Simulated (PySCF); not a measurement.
## Rhodium: highly charged ions in a basis for the neutral atom

Rh¹⁵⁺ [Ar] 3d10 4s2, Rh¹⁶⁺ [Ar] 3d10 4s1. Computed with PySCF 2.14 in x2c-SVPall, with the spin-free X2C one-electron Hamiltonian (Gaussian nucleus). No spin-orbit coupling, so a gap to NIST mixes the basis error with missing relativistic terms.

Changed run: basis of the neutral atom used for a highly charged ion. This setting is unsound on purpose.

```
species  method  sound run (hartree)  changed run (hartree)  converged
  Rh¹⁵⁺     UHF              not run            -4700.05840        yes
  Rh¹⁵⁺     LDA              not run            -4696.33169        yes
  Rh¹⁵⁺  M06-2X              not run            -4702.19232        yes
  Rh¹⁶⁺     UHF              not run            -4685.99123        yes
  Rh¹⁶⁺     LDA              not run            -4682.11975        yes
  Rh¹⁶⁺  M06-2X              not run            -4687.99564        yes
```

Ionisation energy of Rh¹⁵⁺:

| method | changed run (eV) | NIST (eV) |
| --- | --- | --- |
| UHF | 382.79 | 389.3 ± 0.5 |
| LDA | 386.73 | 389.3 ± 0.5 |
| M06-2X | 386.31 | 389.3 ± 0.5 |

The contracted functions were made for the neutral atom and can be too rigid for a highly charged ion.
